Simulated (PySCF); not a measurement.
C$_{7}$H$_{7}$ (SMILES C1=CC2C=C[C]1C2), doublet, at a GFN2-xTB geometry; HF/6-31G (PySCF).

The PySCF input:
```python
from pyscf import gto, scf

mol = gto.M(
    atom='''
C     1.469469   -0.165494   -0.269067
C     1.056105   -0.133937    0.995655
C    -0.410693    0.288997    0.987924
C    -1.183375   -0.809590    0.262322
C    -0.752822   -0.835961   -0.996772
C     0.278012    0.247294   -1.076847
C    -0.337667    1.310181   -0.175950
H     2.415541   -0.475552   -0.668130
H     1.593321   -0.403279    1.886340
H    -0.821974    0.620451    1.938522
H    -1.894005   -1.455408    0.744390
H    -1.011590   -1.509520   -1.790368
H    -1.314700    1.660706   -0.504696
H     0.319231    2.153664    0.030346
''',
    basis='6-31g',
    charge=0,
    spin=1,
    verbose=4,
    symmetry=True,
)

mf = scf.UHF(mol)
mf.kernel()
mf.analyze()
```

It wrote (shortened):

```
PySCF version 2.14.0

[INPUT] verbose = 4
[INPUT] num. atoms = 14
[INPUT] num. electrons = 49
[INPUT] charge = 0
[INPUT] spin (= nelec alpha-beta = 2S) = 1
[INPUT] symmetry True subgroup None
[INPUT] Mole.unit = angstrom
[INPUT] Symbol           X                Y                Z      unit          X                Y                Z       unit  Magmom
[...]
nuclear repulsion = 279.948260742093
point group symmetry = Cs
symmetry origin: [-7.71316785e-08  7.71316786e-08 -2.31395036e-07]
symmetry axis x: [ 0.16277384 -0.9216946   0.35211326]
symmetry axis y: [-0.37276724  0.27297551  0.88686468]
symmetry axis z: [0.91353668 0.27561466 0.29914428]
num. orbitals of irrep A' = 47
num. orbitals of irrep A" = 30
number of shells = 49
number of NR pGTOs = 182
number of NR cGTOs = 77
basis = 6-31g
ecp = {}

******** <class 'pyscf.scf.uhf_symm.SymAdaptedUHF'> ********
method = SymAdaptedUHF
initial guess = minao
damping factor = 0
level_shift factor = 0
DIIS = <class 'pyscf.scf.diis.CDIIS'>
diis_start_cycle = 1
diis_space = 8
diis_damp = 0
SCF conv_tol = 1e-09
SCF conv_tol_grad = None
SCF max_cycles = 50
direct_scf = True
direct_scf_tol = 1e-13
number electrons alpha = 25  beta = 24
Freeze 0 electrons in irreps []
    49 free electrons in irreps A' A"
Set gradient conv threshold to 3.16228e-05
init E= -271.243992076739

cycle= 1 E= -268.806854083355  delta_E= 2.44  |g|= 0.292  |ddm|= 2.63
cycle= 2 E= -268.885537983822  delta_E= -0.0787  |g|= 0.107  |ddm|= 0.676
cycle= 3 E= -268.895705731392  delta_E= -0.0102  |g|= 0.0455  |ddm|= 0.234
cycle= 4 E= -268.897997528633  delta_E= -0.00229  |g|= 0.016  |ddm|= 0.103
cycle= 5 E= -268.898439986278  delta_E= -0.000442  |g|= 0.00989  |ddm|= 0.0431
cycle= 6 E= -268.898613984623  delta_E= -0.000174  |g|= 0.00541  |ddm|= 0.0256
cycle= 7 E= -268.898720137491  delta_E= -0.000106  |g|= 0.00425  |ddm|= 0.0202
cycle= 8 E= -268.898786652804  delta_E= -6.65e-05  |g|= 0.00416  |ddm|= 0.0116
cycle= 9 E= -268.898830916166  delta_E= -4.43e-05  |g|= 0.00421  |ddm|= 0.00744
cycle= 10 E= -268.898640671153  delta_E= 0.00019  |g|= 0.0039  |ddm|= 0.0329
cycle= 11 E= -268.897892261029  delta_E= 0.000748  |g|= 0.00222  |ddm|= 0.193
cycle= 12 E= -268.897744957595  delta_E= 0.000147  |g|= 0.00162  |ddm|= 0.0752
cycle= 13 E= -268.897580103027  delta_E= 0.000165  |g|= 0.0015  |ddm|= 0.105
cycle= 14 E= -268.896749526525  delta_E= 0.000831  |g|= 0.00582  |ddm|= 0.214
cycle= 15 E= -268.897664062752  delta_E= -0.000915  |g|= 0.0011  |ddm|= 0.266
cycle= 16 E= -268.897673033008  delta_E= -8.97e-06  |g|= 0.00115  |ddm|= 0.00593
cycle= 17 E= -268.897813984646  delta_E= -0.000141  |g|= 0.00139  |ddm|= 0.0843
cycle= 18 E= -268.897883554657  delta_E= -6.96e-05  |g|= 0.00166  |ddm|= 0.0329
cycle= 19 E= -268.897651968412  delta_E= 0.000232  |g|= 0.00119  |ddm|= 0.131
cycle= 20 E= -268.89758518439  delta_E= 6.68e-05  |g|= 0.00129  |ddm|= 0.0416
cycle= 21 E= -268.8975472742  delta_E= 3.79e-05  |g|= 0.00143  |ddm|= 0.0209
cycle= 22 E= -268.897554298072  delta_E= -7.02e-06  |g|= 0.0014  |ddm|= 0.00371
cycle= 23 E= -268.89754391522  delta_E= 1.04e-05  |g|= 0.00151  |ddm|= 0.00542
cycle= 24 E= -268.897572975024  delta_E= -2.91e-05  |g|= 0.00136  |ddm|= 0.0156
cycle= 25 E= -268.897579165488  delta_E= -6.19e-06  |g|= 0.00134  |ddm|= 0.00351
cycle= 26 E= -268.897582642326  delta_E= -3.48e-06  |g|= 0.00131  |ddm|= 0.00199
cycle= 27 E= -268.897856766143  delta_E= -0.000274  |g|= 0.00159  |ddm|= 0.162
cycle= 28 E= -268.897533390564  delta_E= 0.000323  |g|= 0.00151  |ddm|= 0.189
cycle= 29 E= -268.897627000593  delta_E= -9.36e-05  |g|= 0.00118  |ddm|= 0.0535
cycle= 30 E= -268.897712872614  delta_E= -8.59e-05  |g|= 0.00116  |ddm|= 0.0558
cycle= 31 E= -268.897791697015  delta_E= -7.88e-05  |g|= 0.00137  |ddm|= 0.0468
cycle= 32 E= -268.897673783998  delta_E= 0.000118  |g|= 0.00114  |ddm|= 0.0722
cycle= 33 E= -268.897676825101  delta_E= -3.04e-06  |g|= 0.00114  |ddm|= 0.00201
[...]
SCF not converged.
Total Energy =                        -268.897745306873844
[...]
beta  MO #26 (A' #17), energy= 0.159104495548184 occ= 0
beta  MO #27 (A" #10), energy= 0.220030677510521 occ= 0
beta  MO #28 (A' #18), energy= 0.27413053294496 occ= 0
beta  MO #29 (A" #11), energy= 0.288659241626156 occ= 0
beta  MO #30 (A' #19), energy= 0.300874473358949 occ= 0
beta  MO #31 (A' #20), energy= 0.318844401486643 occ= 0
beta  MO #32 (A' #21), energy= 0.325660378024962 occ= 0
beta  MO #33 (A" #12), energy= 0.326933374577234 occ= 0
beta  MO #34 (A" #13), energy= 0.328708742871804 occ= 0
beta  MO #35 (A' #22), energy= 0.379349067602977 occ= 0
beta  MO #36 (A' #23), energy= 0.394149526307933 occ= 0
beta  MO #37 (A' #24), energy= 0.406415601467047 occ= 0
beta  MO #38 (A" #14), energy= 0.417823074056245 occ= 0
beta  MO #39 (A" #15), energy= 0.516883414459338 occ= 0
beta  MO #40 (A' #25), energy= 0.552918987312109 occ= 0
beta  MO #41 (A" #16), energy= 0.55684015478149 occ= 0
beta  MO #42 (A' #26), energy= 0.580386456608262 occ= 0
beta  MO #43 (A' #27), energy= 0.713952645691081 occ= 0
beta  MO #44 (A" #17), energy= 0.732147321711037 occ= 0
beta  MO #45 (A' #28), energy= 0.808020240900146 occ= 0
beta  MO #46 (A" #18), energy= 0.810159121165729 occ= 0
beta  MO #47 (A' #29), energy= 0.848838104859787 occ= 0
beta  MO #48 (A' #30), energy= 0.87552182960031 occ= 0
beta  MO #49 (A' #31), energy= 0.886399927897246 occ= 0
beta  MO #50 (A" #19), energy= 0.891387259525015 occ= 0
beta  MO #51 (A" #20), energy= 0.904015782568179 occ= 0
beta  MO #52 (A' #32), energy= 0.918661834213464 occ= 0
beta  MO #53 (A' #33), energy= 0.944766029126699 occ= 0
beta  MO #54 (A' #34), energy= 0.957495520223274 occ= 0
beta  MO #55 (A" #21), energy= 0.981260775481385 occ= 0
beta  MO #56 (A" #22), energy= 1.00151338074263 occ= 0
beta  MO #57 (A' #35), energy= 1.02614522518966 occ= 0
beta  MO #58 (A' #36), energy= 1.05132652044976 occ= 0
beta  MO #59 (A' #37), energy= 1.10200209978898 occ= 0
beta  MO #60 (A" #23), energy= 1.12907411024702 occ= 0
beta  MO #61 (A" #24), energy= 1.13304692263573 occ= 0
beta  MO #62 (A' #38), energy= 1.15104190254263 occ= 0
beta  MO #63 (A" #25), energy= 1.16254190662042 occ= 0
beta  MO #64 (A' #39), energy= 1.17323478982374 occ= 0
beta  MO #65 (A" #26), energy= 1.19091678836296 occ= 0
beta  MO #66 (A' #40), energy= 1.23410662589623 occ= 0
beta  MO #67 (A' #41), energy= 1.26242865371631 occ= 0
beta  MO #68 (A" #27), energy= 1.26979775556997 occ= 0
beta  MO #69 (A' #42), energy= 1.36355468908634 occ= 0
beta  MO #70 (A' #43), energy= 1.40887559777333 occ= 0
beta  MO #71 (A" #28), energy= 1.4094395430083 occ= 0
beta  MO #72 (A' #44), energy= 1.63301320141305 occ= 0
beta  MO #73 (A' #45), energy= 1.74268224760616 occ= 0
beta  MO #74 (A' #46), energy= 1.80041154387409 occ= 0
beta  MO #75 (A" #29), energy= 1.87454455772463 occ= 0
beta  MO #76 (A" #30), energy= 1.91916555511252 occ= 0
beta  MO #77 (A' #47), energy= 2.31452270470091 occ= 0
 ** Mulliken pop alpha/beta on meta-lowdin orthogonal AOs **
 ** Mulliken pop       alpha | beta **
In total            25.00000 | 24.00000
 ** Mulliken atomic charges   ( Nelec_alpha | Nelec_beta ) **
charge of  0C =     -0.13478  (     3.14687      2.98791 )
charge of  1C =     -0.12471  (     2.97027      3.15443 )
charge of  2C =     -0.08182  (     3.07809      3.00373 )
charge of  3C =     -0.12471  (     2.97027      3.15443 )
charge of  4C =     -0.13478  (     3.14687      2.98791 )
charge of  5C =     -0.00212  (     3.50757      2.49455 )
charge of  6C =     -0.15139  (     3.04398      3.10741 )
charge of  7H =      0.11928  (     0.43763      0.44308 )
charge of  8H =      0.11267  (     0.45016      0.43717 )
charge of  9H =      0.09668  (     0.45231      0.45101 )
charge of  10H =      0.11267  (     0.45016      0.43717 )
charge of  11H =      0.11928  (     0.43763      0.44308 )
charge of  12H =      0.09685  (     0.45409      0.44906 )
charge of  13H =      0.09685  (     0.45409      0.44906 )
Dipole moment(X, Y, Z, Debye): -0.15914, -0.24560,  0.71228
```

The run did not converge; its last values are not results.
